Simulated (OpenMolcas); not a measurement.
# 3d² along the 20-electron sequence

| Quantity | Value |
| --- | --- |
| Program | OpenMolcas 26.06 |
| Method | SS-CASPT2, IPEA 0.25 Eh, imaginary shift 0.1 Eh |
| Basis | ANO-RCC-VQZP |
| Scalar Hamiltonian | DKH2, point nucleus |
| Spin-orbit coupling | state interaction with AMFI integrals over the reference wave functions, term energies averaged over their components |

Active space for each ion: 2 electrons in 5 orbitals (3d); closed shells correlated by CASPT2: 3s 3p.

Computed levels in cm-1 above ³F₂:

```csv
Level,Cr4+,Mn5+,Co7+
³F₃,505,732,1440
³F₄,1148,1654,3210
¹D₂,12990,15270,19610
³P₀,16260,18650,23090
³P₁,16440,18910,23630
³P₂,16820,19490,24870
¹G₄,22400,26150,33040
¹S₀,51680,60460,76410
weight of ³F in the lowest level (%),100,100,100
```

Measured, with the error of the calculation in %. Measured levels: Cr4+ from Sugar and Corliss, J. Phys. Chem. Ref. Data 6, 317 (1977); Mn5+ from Corliss and Sugar, J. Phys. Chem. Ref. Data 6, 1253 (1977); Co7+ from Sugar and Corliss, J. Phys. Chem. Ref. Data 10, 1097 (1981).

```tsv
Level	Cr4+	Mn5+	Co7+
³F₃	508 (-0.7)	746 (-1.9)	1430 (+0.7)
³F₄	1142 (+0.5)	1669 (-0.9)	3144 (+2.0)
¹D₂	13188 (-1.5)	15336 (-0.4)	19624 (-0.1)
³P₀	15492 (+5.0)	17782 (+4.9)	22304 (+3.5)
³P₁	15677 (+4.9)	18057 (+4.7)	22839 (+3.5)
³P₂	16041 (+4.9)	18628 (+4.6)	24055 (+3.4)
¹G₄	22019 (+1.8)	25511 (+2.5)	32360 (+2.1)
¹S₀	51146 (+1.0)		74247 (+2.9)
```

The fine-structure level ³F₄ changes by a factor of 2.8 from Cr4+ to Co7+. Its fourth root runs 5.82, 6.38, 7.53, with steps per unit of Z of 0.56, 0.57; equal steps would mean a (Z - σ)^4 law with constant σ.

¹D₂ changes by a factor of 1.51 over the same range, with steps per unit of Z of +2280, +2170 cm-1.

CASPT2 breaks the degeneracy within a term, and the mean is taken; among the terms shown or strongly mixed into the levels shown the widest spread is 930 cm-1 (3d² ¹G, Cr4+). Computed and measured levels are paired by configuration, term and J; levels that our copy of the source lacks, or whose pairing is in doubt (as where it misses far off the trend of its configuration), stay unpaired and out of the deviations. Only configurations of the active space appear.
